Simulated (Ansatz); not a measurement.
C₄H₁₂Ge, charge -1, doublet, at the geometry of the source list (a state made from the parent by changing its charge; the spin is typed, not shown lowest) (a gas-phase anion, which may not be bound at this level); HF/STO-3G (Ansatz, an electronic-structure program).

Here is a job for Ansatz.
Ansatz 0.2 input:
```yaml
crystal:
  periodic: [false, false, false]
  atoms:
    - {symbol: Ge, position_ang: [1.85720000, 0.92320000, -0.02010000]}
    - {symbol: C, position_ang: [0.55550000, -0.11330000, 1.04580000]}
    - {symbol: C, position_ang: [-0.77790000, -0.43900000, 0.37320000]}
    - {symbol: C, position_ang: [-0.59960000, -1.50680000, -0.70060000]}
    - {symbol: C, position_ang: [-1.40340000, 0.81520000, -0.22470000]}
    - {symbol: H, position_ang: [3.17210000, 0.94820000, 0.69370000]}
    - {symbol: H, position_ang: [2.12600000, 0.36860000, -1.38440000]}
    - {symbol: H, position_ang: [1.44780000, 2.34930000, -0.20180000]}
    - {symbol: H, position_ang: [0.36660000, 0.46060000, 1.95700000]}
    - {symbol: H, position_ang: [1.03610000, -1.04230000, 1.36100000]}
    - {symbol: H, position_ang: [-1.45630000, -0.83560000, 1.14090000]}
    - {symbol: H, position_ang: [0.12200000, -1.17200000, -1.44360000]}
    - {symbol: H, position_ang: [-1.54410000, -1.70630000, -1.20110000]}
    - {symbol: H, position_ang: [-0.23900000, -2.43650000, -0.26390000]}
    - {symbol: H, position_ang: [-0.82780000, 1.13540000, -1.09430000]}
    - {symbol: H, position_ang: [-1.40790000, 1.62390000, 0.50350000]}
    - {symbol: H, position_ang: [-2.42730000, 0.62740000, -0.54060000]}
basis:
  gaussian:
    orbitals: STO-3G
hamiltonian:
  xc: hf
total_charge: -1
magnetization: {spin_polarized: true, initial_magnetization: 1}
scf: {lower_state_search: off}
```

The log (banner, timings and long lists left out):

```
Functional definition: HF
these checks for a lower state are left out or cut short: stability, starts, cluster_reference, orbital_swaps, neighbouring_geometries, increment
642 factors; integrals over basis functions are off by at most 3.8e-5 eV
mean field evaluation 1: about -60079.2317 eV, gradient 1.5e1 eV
mean field evaluation 2: about -60079.5563 eV, gradient 1.5e1 eV
mean field evaluation 4: about -60081.9846 eV, gradient 2.1e0 eV
mean field evaluation 8: about -60082.1853 eV, gradient 1.1e-1 eV
mean field -60082.18253403 eV, -2207.9794829598 hartree, gradient 1.7e-6 eV, S^2 0.756543; 0 other end points of the search recorded, 0 dependent functions left out
reference -60082.18253403 eV, -2207.9794829598 hartree; 35, 34 occupied and 15, 16 virtual orbitals, 642 factors
Total energy: -60082.18253403 eV, -2207.9794829598 hartree
Checks for a lower state left out: stability, starts, cluster_reference, orbital_swaps, neighbouring_geometries, increment
```
